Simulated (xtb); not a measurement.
Si(CF3)(H)2(OH) (CH3F3OSi), SMILES O[SiH2]C(F)(F)F. All values are semi-empirical tight-binding results from xtb (GFN2-xTB unless named), good for trends rather than for accurate numbers. Geometry: GFN2-xTB. One conformer was computed; it need not be the lowest.

```json
{
 "orbital_gap": "5.92 eV",
 "dipole_moment": "3.53 D",
 "zero_point_energy": "26.6 kcal/mol",
 "G − E(el) at 298.15 K (modified RRHO)": "6.5 kcal/mol",
 "static polarisability (D4 model)": "52.4 bohr³",
 "solvation energy, GFN2-xTB/ALPB(water)": "-7.2 kcal/mol",
 "solvation energy, GFN2-xTB/ALPB(acetonitrile)": "-6.2 kcal/mol"
}
```
